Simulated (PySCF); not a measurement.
Rb, doublet (all electrons, no relativity) (in this run its highest filled SCF level lies above zero, so its values depend strongly on the basis, on diffuse functions most of all). Base run: SVWN5/STO-3G (PySCF).

The PySCF input:
```python
from pyscf import gto, scf, dft

mol = gto.Mole()
mol.atom = '''
    Rb    0.000000    0.000000    0.000000
'''
mol.basis = 'sto-3g'
mol.charge = 0
mol.spin = 1
mol.verbose = 4
mol.build()

mf = dft.UKS(mol)
mf.xc = 'lda,vwn'
mf.kernel()
mf.analyze()
```

The base run was repeated with changes; each row names its change, and settings that it needs were set with it.

```csv
change,ΔE vs base (mEh),SCF cycles,<S^2>
base,0.000,6,0.750
diis = off (with mf.max_cycle = 100),0.000,20,0.750
solver = newton,0.000,-,0.750
conv_tol_grad = 1e-7,0.000,6,0.750
conv_tol = 1e-4,0.000,4,0.750
diis = off; damp = 0.3 (with mf.diis_start_cycle = 200; with mf.max_cycle = 150),0.000,8,0.750
init_guess = mod_huckel,0.000,5,0.750
init_guess = huckel,0.000,5,0.750
init_guess = sap,0.000,6,0.750
level_shift = 1.0 (with mf.max_cycle = 100),0.000,14,0.750
init_guess = atom,0.000,6,0.750
diis = off; damp = 0.6 (with mf.diis_start_cycle = 200; with mf.max_cycle = 150),0.000,16,0.750
conv_tol = 1e-7,0.000,5,0.750
```

Open shells are given as the SCF converged; they aren't shown to be the lowest states, and a large step between rows can be another state.
